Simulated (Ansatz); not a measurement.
Basis-set extrapolation for `C=CB(C=C)C=C` (PBE0-D4/def2-TZVP geometry, frozen core, Ansatz). Multiplicity 1, RHF reference.

```json
{"": "HF", "def2-TZVPP": "-257.176065", "def2-QZVPP": "-257.187387"}
{"": "MP2 correlation", "def2-TZVPP": "-1.056893", "def2-QZVPP": "-1.123821"}
{"": "CCSD(T) correlation", "def2-TZVPP": "-1.169108", "def2-QZVPP": "not run"}
```

Energies in hartree. Use E(X) = E(∞) + A·exp(−7.88·√X) for Hartree–Fock and E(X) = E(∞) + B·X^(−2.97) for correlation, with X = 3 and 4, and add CCSD(T) minus MP2 of the smaller set to the MP2 limit.

Problem. What is the CCSD(T) energy at the basis-set limit?

Solution. HF limit: -257.187387 + (-0.011322) × 0.13774 = -257.18895. MP2 limit: -1.123821 + (-0.066928) × 0.74074 = -1.17340. Higher-order term: -1.169108 − (-1.056893) = -0.11221. Total: -258.47456 hartree, 339.7 kJ/mol below CCSD(T)/def2-TZVPP.
